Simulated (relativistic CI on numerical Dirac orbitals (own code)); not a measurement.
Computed by Dirac-Coulomb-Breit CI, orbitals from a KLI potential per configuration, QED by a radiative potential, unscaled Slater integrals (own radial code, finite nucleus).

The strongest absorption lines from the ground level of an ion, among the configurations computed and to levels below about 687 eV (vacuum wavelength in nm, gf): 3.8128 (1.1), 3.8232 (2.8), 3.8462 (3.2), 4.1385 (0.082), 4.7878 (1.1), 4.8282 (0.28), 5.1518 (0.63), 5.9955 (0.77).

Which ion is it?
A. Bi⁵⁰⁺
B. Re⁴²⁺
C. Au⁴⁶⁺
D. Au⁴⁴⁺

C. Au⁴⁶⁺ has 33 electrons and the ground level 4s2 4p3 2P°_3/2; the strongest line goes to 4s2 4p2 4d 2D_5/2. The pattern of lines fixes the number of electrons, and along that sequence the line energies rise steadily with the charge (about as its square where n changes within one kind of shell, about linearly where n is kept but much faster in heavy ions where fine structure, which grows about as Z⁴, sets the gap, and irregularly where shells cross), which fixes Z. Configurations outside the model, such as inner-shell arrays, can give stronger lines. At this charge energies of transitions that change n are usually good to better than 1 %, and those within a shell (Δn = 0) to a few per cent.

LS names give the leading component of a level, which can be under half, so a name can repeat, a term be missing and a line seem to break the LS rules.
